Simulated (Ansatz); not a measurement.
Cost and result for the atomization energy of CH7FSi3, SMILES `F[SiH]1C[SiH2][SiH2]1` (12 atoms, 12 bonds).

```xyz
12

F     2.105    0.854   -1.041
Si    0.578    1.150   -0.633
C    -0.510   -0.267   -1.216
Si   -0.339   -1.376    0.320
Si    0.186    0.527    1.602
H     0.248    2.492   -1.184
H    -0.263   -0.715   -2.180
H    -1.542    0.100   -1.266
H    -1.540   -2.195    0.640
H     0.838   -2.276    0.187
H     1.270    0.519    2.616
H    -1.031    1.186    2.155
```

Total charge 0; spin multiplicity 1. The geometry is a stationary point of PBE0-D4/def2-TZVP. Program: Ansatz. All runs use 4 threads of an Arm Neoverse V2 on a shared host. Times are those of one run each, without the atoms' runs, and a repeat can differ threefold. Electronic energies, without spin–orbit coupling; frozen cores. CCSD(T)/CBS adds CCSD(T) − MP2 in def2-TZVPP to the MP2 limit, and its time is that of the two runs behind it. T1 = 0.013. B3LYP takes the VWN-RPA correlation (the form of Gaussian; ORCA's B3LYP/G).

CCSD(T)/CBS is a level of theory with its own doubt, some kJ/mol a heavy atom from the limit and from the frozen cores, so smaller differences don't rank the functionals.

| level | functions | wall time | atomization (kJ/mol) | difference from CCSD(T)/CBS | per bond |
| --- | --- | --- | --- | --- | --- |
| PBE-D4/def2-TZVPP (with forces) | 286 | 3.2 s | 4089.0 | 0.7 | 0.1 |
| PBE0-D4/def2-TZVPP | 286 | 4 s | 4060.6 | -27.7 | -2.3 |
| r2SCAN-D4/def2-TZVPP (with forces) | 286 | 6.5 s | 4092.7 | 4.4 | 0.4 |
| B3LYP-D4/def2-TZVPP (with forces) | 286 | 6.5 s | 4062.6 | -25.7 | -2.1 |
| B2PLYP/def2-TZVPP | 286 | 7.5 s | 4014.4 | -73.9 | -6.2 |
| ωB97X-V/def2-TZVPP | 286 | 11 s | 4116.4 | 28.1 | 2.3 |
| ωB97M-V/def2-TZVPP (with forces) | 286 | 16 s | 4084.4 | -3.9 | -0.3 |
| MP2/def2-QZVPP | 534 | 29 s | 4069.4 | -18.9 | -1.6 |
| CCSD(T)/def2-TZVPP | 286 | 3.8 min | 3976.6 | -111.7 | -9.3 |
| CCSD(T)/CBS(def2) | – | 4.3 min | 4088.3 | 0.0 | 0.0 |

In def2-TZVPP, CCSD(T) changes the Hartree–Fock value by +899.2 kJ/mol (the triples alone add +49.5 kJ/mol) and MP2 by +925.1 kJ/mol; breaking electron pairs costs correlation energy, which Hartree–Fock lacks. The D4 term adds +52.6 kJ/mol with B3LYP and +27.6 kJ/mol with PBE0; it sums over pairs of atoms, weighted by their polarisabilities, and B3LYP, whose exchange is more repulsive, gets the larger term. From PBE to PBE0 (25 % exact exchange), in def2-TZVPP and without D4, the atomization energy moves by −23.7 kJ/mol: exact exchange takes away binding that semilocal exchange gives to molecules.
